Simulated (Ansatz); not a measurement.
`[CH2][Al]([CH3])[F]` radical, relaxed with UKS PBE0-D4/def2-TZVP in the Gaussian-basis code of Ansatz from a PBE-D4/def2-SVP geometry. The force threshold is 0.005 eV/Å; the program also tests the step.

Total charge 0; spin multiplicity 2.

Start:

```xyz
9

C     0.080   -0.031    1.921
Al    0.627    0.212    0.082
C    -0.495   -0.136   -1.479
F     2.194    0.787   -0.157
H     0.731    0.182    2.791
H    -0.916   -0.406    2.230
H    -1.313    0.615   -1.546
H     0.076   -0.092   -2.427
H    -0.984   -1.131   -1.415
```

```
         step  energy (eV)  largest force (eV/Å)  largest move (Å)
            1  -11464.1448                 0.673             0.000
            2  -11464.1797                 0.407             0.021
            3  -11464.1854                 0.076             0.019
 4 (rejected)  -11464.1834                 0.135             0.030
            5  -11464.1864                 0.013             0.015
            6  -11464.1864                 0.009             0.011
            7  -11464.1865                 0.003             0.007
            8  -11464.1865                 0.009             0.023
            9  -11464.1865                 0.016             0.013
           10  -11464.1866                 0.028             0.020
           11  -11464.1866                 0.032             0.016
           14  -11464.1868                 0.022             0.019
           17  -11464.1871                 0.013             0.009
           20  -11464.1874                 0.010             0.024
           23  -11464.1879                 0.019             0.019
           26  -11464.1882                 0.033             0.037
29 (rejected)  -11464.1880                 0.081             0.088
           32  -11464.1887                 0.028             0.031
35 (rejected)  -11464.1889                 0.026             0.021
           38  -11464.1890                 0.019             0.036
           41  -11464.1891                 0.005             0.018
44 (rejected)  -11464.1891                 0.007             0.005
           46  -11464.1891                 0.004             0.011
```

End:

```xyz
9

C     0.143   -0.154    1.910
Al    0.551    0.325    0.098
C    -0.507   -0.126   -1.463
F     1.936    1.204   -0.132
H     0.760    0.117    2.764
H    -0.734   -0.729    2.202
H    -0.838    0.777   -1.986
H     0.084   -0.702   -2.182
H    -1.393   -0.712   -1.210
```

Hardware: 4 threads of a server CPU on a shared host. Wall time 58 s, peak host memory 0.45 GiB.
